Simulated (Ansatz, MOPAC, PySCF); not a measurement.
Noncovalent pair: dimethyl selenide (SMILES C[Se]C) (first 9 atoms) with H2O (SMILES O); geometry from B3LYP-D3(BJ)/def2-TZVP, rigid monomers moved along the line of their centres of mass till Se2···H12 is 3.50 Å.
(charge 0, multiplicity 1):
```xyz
12

C     -0.89416     1.69411    -0.20739
Se     0.59858     0.44934     0.06817
C     -0.43148    -1.20351    -0.17863
H     -1.66101     1.51309     0.54170
H     -0.49389     2.69885    -0.09093
H     -1.29245     1.57289    -1.21206
H     -1.21790    -1.25642     0.57020
H      0.26170    -2.03116    -0.04554
H     -0.84590    -1.23098    -1.18372
O     -1.60760     0.13503     3.81809
H     -1.30061     0.17969     4.72879
H     -0.81411     0.25639     3.26951
```

Monomers are frozen at their geometry in the pair; levels with a basis set take the counterpoise correction.

Correlated levels freeze the cores. Filled d and f shells under p-block atoms count as core. Rows in 6-31G* carry no dispersion term and start afresh at each structure (6-31G* with six Cartesian d functions); the Pople sets are all-electron and without relativity. MP2/6-31G* freezes PySCF's default core, which leaves 3d correlated. The state that PM7 reach isn't checked; PM7 holds dispersion and hydrogen-bond terms.

Run with Ansatz (Gaussian basis) for Hartree–Fock, density functionals and correlated methods; MOPAC for PM7 (differences of heats of formation); PySCF for 6-31G* rows, the dispersion terms. 

```csv
level,interaction energy (meV)
PM7,-55.2
r2SCAN/def2-TZVPPD,-97.6
r2SCAN-D3(BJ)/def2-TZVPPD,-110.3
r2SCAN-D4/def2-TZVPPD,-108.2
B3LYP-D3(BJ)/def2-TZVPPD,-108.9
PBE0-D3(BJ)/def2-TZVPPD,…
MP2/6-31G*,-97.1
MP2/aug-cc-pVDZ,-102.9
CCSD(T)/aug-cc-pVDZ,-101.7
```

Task: What belongs in the gaps?

Result: 
- PBE0-D3(BJ)/def2-TZVPPD, interaction energy (meV): -115.3

Ansatz is a quantum-chemistry and plane-wave program.
